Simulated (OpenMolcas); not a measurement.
**Ce III: effect of the basis set**

| Property | Result |
| --- | --- |
| Program | OpenMolcas |
| Method | RASSCF |
| Active space | 8 electrons in 10 orbitals (RAS1 5p, at most 2 holes; RAS2 4f) |
| State averaging | 2S+1 = 3 even, 21 roots; 2S+1 = 1 even, 27 roots |
| Spin-orbit coupling | state interaction with AMFI integrals over the reference wave functions, term energies averaged over their components |

A. ANO-R2 [8s6p5d2f1g], X2C, finite nucleus; cost of the order of 2.6 core-minutes
B. ANO-RCC-VTZP [8s7p5d3f2g1h], DKH2, point nucleus; cost of the order of 6 core-minutes
C. ANO-RCC-VQZP [9s8p6d4f3g2h], DKH2, point nucleus; cost roughly 20 core-minutes

Energies in cm⁻¹ above 4f² ³H₄, the measured ground level; measured values from Martin, Zalubas and Hagan, Atomic Energy Levels: The Rare-Earth Elements, NSRDS-NBS 60 (1978).

```csv
Level,A,B,C,Measured
4f² ³H₄,0.0,0.0,0.0,0.0
4f² ³H₅,1644,1633,1638,1528
4f² ³H₆,3408,3386,3396,3127
4f² ³F₂,5014,5022,5033,3763
4f² ³F₃,6076,6076,6090,4765
4f² ³F₄ [65 %],6447,6451,6466,5006
4f² ¹G₄ [64 %],8781,8780,8801,7120
4f² ¹D₂,17511,17547,17585,12835
4f² ¹I₆,21893,21949,21993,17421
4f² ³P₀,22592,22639,22687,16072
4f² ³P₁,22891,22936,22985,16524
4f² ³P₂,23747,23785,23837,17317
```

Deviations, from unrounded energies. A percentage is the sum of absolute deviations over the sum of measured energies, with the sign that they share, or ± where signs differ.

```json
{"Against measurement": "mean absolute deviation (cm-1)", "Levels": "11", "A": "3100", "B": "3200", "C": "3200"}
{"Against measurement": "fine structure of the ground term (%)", "Levels": "2", "A": "+8.5", "B": "+7.8", "C": "+8.1"}
{"Against measurement": "other terms of the ground configuration (%)", "Levels": "9", "A": "+33.8", "B": "+34.1", "C": "+34.4"}
```

A, B, C lie about equally close to measurement. The largest miss of A in the table is 4f² ³P₀, by +6500 cm-1. The ranking rests on the paired levels alone, and a cruder setting can come out closer through cancelling errors.

Among A to C the level of the table that moves most is 4f² ¹I₆, by 100 cm-1 (lowest in A, highest in C).

High states are left out of the spin-orbit mixing, which shifts the levels that they would mix with. Without dynamic correlation excited terms often stand tens of per cent too high (terms of higher spin than the ground term too low), and those without a measured partner can miss by more than the paired ones. Some levels mix across a computed gap that differs much from the measured one, so their mixing is not that of the real levels. Active for correlation alone: 5p; no level in the range computed is led by a configuration that opens it, so any true level of that kind is missing. Measured partners are found by configuration, term and J. A level has none where our copy of the source lacks it or the pairing is in doubt (some pairs that miss far off the trend of their configuration count as doubtful), and it then counts in no deviation. Levels of configurations outside the active space are missing.

A share in square brackets marks a mixed level and gives the weight of the term that names it, the lowest over the columns.
